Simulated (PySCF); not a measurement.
# Tantalum: a sound run and one with changed settings

Sound run: Ta²⁺ [Xe] 4f14 5d3, Ta³⁺ [Xe] 4f14 5d2. Computed with PySCF 2.14 in cc-pVDZ-PP with ECP60MDF, with a scalar-relativistic core potential. The sound run starts from symmetry-adapted Hartree-Fock orbitals and uses a fine grid where one is needed.

A second run was set up differently.

```tsv
species	method	sound run (hartree)	changed run (hartree)	converged
Ta²⁺	UHF	-56.00763	-56.00763	yes
Ta²⁺	r2SCAN	-56.49190	-55.77345	yes
Ta²⁺	PBE	-56.47704	-55.71621	yes
Ta³⁺	UHF	-55.15663	-55.15663	yes
Ta³⁺	r2SCAN	-55.59915	-57.08985	yes
Ta³⁺	PBE	-55.58088	-56.77635	yes
```

Ionisation energy of Ta²⁺:

```tsv
method	sound run (eV)	changed run (eV)
UHF	23.157	23.157
```

(1) What was changed?
A. too few SCF iterations
B. angular grid far too coarse
C. a valence shell is frozen
D. level shift left on

Answers

(1) B. It used 6 angular points. A coarse angular grid integrates products of high-l functions wrongly, so density functionals can shift, and the SCF can exploit the error; Hartree-Fock and MP2 need no grid.
